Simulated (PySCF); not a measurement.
# [LaI4]− at several levels of theory

Computed with PySCF 2.14.0 (density fitting, no spin-orbit coupling) at the geometry relaxed with PBE0:

```xyz
5
[LaI4]− (singlet)
La    0.0000    0.0000    0.0000
I     1.7611    1.7611    1.7611
I    -1.7611   -1.7611    1.7611
I     1.7611   -1.7611   -1.7611
I    -1.7611    1.7611   -1.7611
```

```tsv
level	basis	state	HOMO (eV)	gap (eV)	charge on La1 (e)	population of f-type functions on La1 (core shells left out)	dipole about the centre of mass (D)	largest force component (eV/Å)
PBE0	La def2-SVP with ECP46, I def2-SVP with ECP28	singlet	-4.02	5.85	0.86	0.10	0.00	0.01
M06-L	the same	singlet	-2.92	4.42	0.87	0.08	0.00	0.13
TPSS	the same	singlet	-3.01	4.28	0.85	0.09	0.00	0.07
```

Charges are Mulliken's, which hang on the basis. The relaxation used the grid (50, 194), these runs (75, 302) or, all-electron (x2c bases, spin-free X2C Hamiltonian), (99, 590).

Problem. What does PBE0 with La def2-TZVP with ECP46, I def2-TZVP with ECP28 give here?

Solution. state singlet, HOMO (eV) -4.09, gap (eV) 5.82, charge on La1 (e) 1.25, population of f-type functions on La1 (core shells left out) 0.08, dipole about the centre of mass (D) 0.00, largest force component (eV/Å) 0.01. Time: 16 s on 4 threads of Intel(R) Xeon(R) 6975P-C (Granite Rapids), with other jobs on the host, from free ions and atoms.

In the first row's basis the gap widens with exact exchange: 4.3 to 4.4 eV for TPSS, M06-L (none); 5.8 eV for PBE0 (a fixed share).
